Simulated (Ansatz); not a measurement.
The same atomization along the group Al, Ga, In.

Isolated molecules relaxed with PBE0-D4/def2-TZVP in Ansatz; ΔE leaves out vibrations. CBS: MP2 limit from def2 TZ/QZ plus the TZ coupled-cluster correction, frozen cores. This one scheme is used for every species, atoms too. Open shells (•) are unrestricted, without spin–orbit coupling. Spin–orbit coupling would lower the free atoms: a little for Al, O; clearly for Ga; strongly for In. Elements past krypton have def2 core potentials. Bonds to Ga, In are less sure, by a few kJ/mol each and by 10 to 20 or more in all where they break to atoms, as the def2 sets lack core-valence functions. Scalar relativity is left out up to krypton. One conformer a species, not always the lowest.

(1) Order these by ΔE at CCSD(T)/CBS, lowest first. (An estimate is asked.)
A. `[OH][Ga-]([OH])([OH])[OH2+]` → 5 H• + Ga• + 4 O•
B. `[OH][In-]([OH])([OH])[OH2+]` → 5 H• + In• + 4 O•
C. `[OH][Al-]([OH])([OH])[OH2+]` → 5 H• + Al• + 4 O•

Largest T1 diagnostic: 0.018, for Al•.

## Answers

(1) B (+3385.5 kJ/mol), A (+3573.1 kJ/mol), C (+3887.5 kJ/mol).

For atomizations the MP2-based limit and the directly extrapolated one differ by several kJ/mol either way, and by 10 to 25 for some Ge, Se and Sn compounds, so smaller differences from it don't rank the levels.
